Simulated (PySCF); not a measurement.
Cl2Mg, SMILES [Mg]([Cl])[Cl] (CAM-B3LYP/def2-SVP optimised geometry):

```
3

Mg     0.000     0.000     0.000
Cl    -2.181     0.000     0.000
Cl     2.181     0.000     0.000
```

Level of theory: CAM-B3LYP/def2-TZVP (PySCF).

Question: What are the frontier orbital energies and the dipole moment?

Answer: HOMO-2 -10.52 eV, HOMO-1 -10.39 eV, HOMO -10.39 eV, LUMO -1.09 eV, LUMO+1 0.50 eV; dipole moment 0.00 D.

On the same geometry PBE/def2-TZVP run with PySCF gives HOMO-2 -7.72 eV, HOMO-1 -7.61 eV, HOMO -7.61 eV, LUMO -2.55 eV, LUMO+1 -0.89 eV; dipole moment 0.00 D.

Meta-Löwdin charges at CAM-B3LYP/def2-TZVP: Mg1 1.48, Cl2 -0.74, Cl3 -0.74.
